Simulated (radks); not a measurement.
Problem. Coherent X-ray form factor from a spherical all-electron density. Calculated with a radial shooting solver on a logarithmic mesh with Libxc functionals: scalar-relativistic Kohn-Sham, PBEsol, spin-polarised, spherical densities, finite nucleus; Fermi nuclear charge, rms radius of each element as measured or else 0.836 A^(1/3) + 0.57 fm.

| sin(theta)/lambda (1/angstrom) | f0 (electrons) |
|---|---|
| 0.05 | 59.353 |
| 0.1 | 57.528 |
| 0.15 | 54.822 |
| 0.2 | 51.614 |
| 0.25 | 48.258 |
| 0.3 | 45.007 |
| 0.4 | 39.287 |
| 0.5 | 34.661 |
| 0.6 | 30.840 |
| 0.8 | 24.823 |
| 1 | 20.594 |
| 1.25 | 17.229 |
| 1.5 | 14.979 |
| 2 | 11.310 |

The species is in the configuration that NIST lists as its ground one. Which atom or ion scatters so?

Solution. The europium ion Eu3+, [Xe] 4f6. Extrapolating in s^2 from the first two rows gives f0(0) = 60.0, near the electron count 60; among species with that count, the fall with angle is slower the higher Z, and the table is that of Z = 63; from so few rows the species is fixed only to a neighbour or two.
